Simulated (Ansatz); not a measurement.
C₄H₇NSi, SMILES C/C(C#N)=C/[SiH3].

Geometry: B3LYP-D3(BJ)/def2-SVP. A frequency run showed that this geometry is not a minimum. The structure was generated by enumeration; whether it is a known compound was not checked.

Two levels are set side by side: PBE/def2-SVPD (Ansatz, a program for electronic structure) and ωB97X-V/def2-SVPD (Ansatz). Energy differences of separate SCF runs at the same geometry; the states with an electron removed or added have multiplicity 2 and 2. Differences are taken from unrounded values.

```tsv
quantity	ωB97X-V	PBE	PBE minus ωB97X-V
vertical ionisation energy (eV)	10.09	9.74	-0.35
vertical singlet–triplet gap (eV)	3.61	3.44	-0.17
```
